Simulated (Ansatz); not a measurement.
Energy needed to pull apart C3H3B, singlet, into free ground-state atoms, from the structure below (displaced at random from a GFN2-xTB minimum); no zero-point or spin–orbit terms; open-shell atoms are treated unrestricted, in their ground-state multiplicity.

B1  (0.597, 0.803, -0.853)
C2  (-0.769, 0.645, -0.731)
C3  (-0.226, -0.372, 0.267)
C4  (1.165, -0.192, 0.347)
H5  (-1.790, 0.704, -0.948)
H6  (-0.858, -0.888, 0.914)
H7  (2.071, -0.558, 0.908)
(Å)

Program: Ansatz 0.2.0. Basis: def2-TZVPP. Cores are frozen in the correlated methods.

```json
{"method": "PBE-D4", "atomization energy (kJ/mol)": "2976"}
{"method": "BLYP-D4", "atomization energy (kJ/mol)": "2853"}
{"method": "r2SCAN-D4", "atomization energy (kJ/mol)": "?"}
{"method": "PBE0-D4", "atomization energy (kJ/mol)": "?"}
{"method": "HSE06-D4", "atomization energy (kJ/mol)": "2892"}
{"method": "wB97M-V", "atomization energy (kJ/mol)": "2846"}
{"method": "HF", "atomization energy (kJ/mol)": "1972"}
{"method": "MP2", "atomization energy (kJ/mol)": "2836"}
{"method": "CCSD", "atomization energy (kJ/mol)": "2672"}
{"method": "CCSD(T)", "atomization energy (kJ/mol)": "2747"}
```

Question: What does r2SCAN-D4 give? (An estimate is asked for; the value comes from the calculation.)

Answer: The calculation gives: 2867 kJ/mol, which is about 121 kJ/mol more than CCSD(T)/def2-TZVPP.

Question: What does PBE0-D4 give? (Judge from chemistry; the value comes from the calculation.)

Answer: By the calculation: 2888 kJ/mol, which is about 142 kJ/mol more than CCSD(T)/def2-TZVPP.

In triple zeta the MP2 and coupled-cluster atomization energies are still short of their basis limit by a few kcal/mol a bond, whereas those of the functionals are nearly converged, so these differences are not deviations from converged CCSD(T).

No T1 diagnostic of these runs exceeds 0.028. The T1 diagnostic is large here, which may signal multireference character or strong orbital relaxation, so CCSD(T) is less sure. The restricted Hartree–Fock reference is unstable towards an unrestricted one here.

For scale, one of the runs: CCSD(T)/def2-TZVPP forces, 166 basis functions (an equivalent command: `ansatz run in.yaml --threads 4`). The run took 53 s on 4 CPU threads (shared host), with 2.7 GiB of host memory at its peak.
